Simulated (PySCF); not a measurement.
Si¹²⁺ (silicon, charge +12): revPBE calculation

Configuration: 1s2, closed-shell 1S. Calculation: PySCF 2.14, in an uncontracted even-tempered set (17 s from 7.3 bohr⁻², ratio 2.2; 7 p from 11 bohr⁻², ratio 2.4; 4 d from 34 bohr⁻², ratio 2.4; 3 f from 51 bohr⁻², ratio 2.4; 3 g from 76 bohr⁻², ratio 2.4); scalar relativity by spin-free X2C-1e.

| Quantity | Value |
| --- | --- |
| Total energy | -187.8356 hartree |
| One-electron energy | -196.3898 hartree |
| Hartree (Coulomb) energy | 17.1323 hartree |
| Exchange-correlation energy | -8.5781 hartree |
| ⟨S²⟩ | 0.0000 |
| ⟨L²⟩ | 0.000 |
| Sum of ⟨r⟩ | 0.2195 bohr |
| Sum of ⟨r²⟩ | 0.03234 bohr² |

| shell | electrons | mean orbital energy (eV) | rms radius, mean of both spins (bohr) |
| --- | --- | --- | --- |
| 1s | 2 | -2353.4 | 0.127 |

Densities and radii are taken from the X2C orbitals without a picture-change correction, which distorts them close to the nucleus.
